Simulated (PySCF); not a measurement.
OP, SMILES O=[P], multiplicity 2. Atoms are numbered in the order given.

```xyz
2

P      0.0000     0.0000    -0.5126
O      0.0000     0.0000     0.9611
```
Charge 0, spin multiplicity 2.

Coordinates come from a PBE0-D3(BJ)/def2-TZVPD optimisation.

Calculation: PBE/pcH-1 in PySCF.

Unrestricted Kohn–Sham, ⟨S²⟩ = 0.752. Hyperfine tensors hold the contact and dipolar terms, without spin-orbit corrections.

Computed hyperfine couplings:
```json
[
 {"nucleus": "31P no. 1", "A(iso) (MHz)": "-56.9", "A(iso) (G)": "-20.3", "dipolar principal values (MHz)": "-252.9, -237.9, 490.9"},
 {"nucleus": "17O no. 2", "A(iso) (MHz)": "-12.0", "A(iso) (G)": "-4.3", "dipolar principal values (MHz)": "-97.2, 45.8, 51.5"}
]
```
